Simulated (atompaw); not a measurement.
Before and after: PAW (atompaw) potential for Bi

atompaw 4.2.0.5 input, output lines left out:

```
Bi 83
GGA-PBE scalarrelativistic loggrid 2001 logderivrange -3 5 201
6 6 5 4 0 0
6 1 3
0 0 0
c
c
c
c
c
v
c
c
c
c
v
c
c
c
c
1
2.15 1.85 1.75 1.65
y
0.85
n
y
1.65
n
custom rrkj gramschmidtortho besselshape
bessel
2.15
2.15
2.15
2.15
```

All-electron outer shells of the reference configuration (PBE, scalar-relativistic, ld1.x):

```
shell  level (eV)  outermost node (bohr)  outermost maximum (bohr)
   5p      -95.86                   0.48                      0.86
   5d      -27.08                   0.51                      1.03
   6s      -14.48                   0.98                      1.88
   6p       -4.57                   1.14                      2.44
```

Change: non-relativistic.

Cutoffs: the cutoffs (Ry, on a coarse ladder) from which the occupation-weighted sum of valence levels, in a spherical-Bessel basis at the reference potential, stays within 10 and 1 mRy of its value at 400 Ry; they do not see the model core or the augmentation charge, which bear on the density cutoff.

**Question.** What does the change do?

**Answer.** The potential gets harder (8 Ry and 15 Ry → 10 Ry and 18 Ry); both files keep a bound ghost (d).

```tsv
quantity	base	changed
cutoff, loose	8 Ry	10 Ry
cutoff, tight	15 Ry	18 Ry
bound ghosts	d	d
s: phases at 2.16 bohr within 0.05 rad from the reference energy up to (Ry; the scan ends near 5)	4.8	3.4
p: phases at 2.16 bohr within 0.05 rad from the reference energy up to (Ry; the scan ends near 5)	to the end of the scan	3.6
lowest overlap eigenvalue by channel	s 0.37, p 0.53	s 0.45, p 0.55
```

 A true bound ghost makes a file unfit for plane-wave use even where its test errors are small: the radial tests pick states by their node count and pass the ghost by. The cutoffs see the waves, projectors and local potential, not the compensation charge or the core.
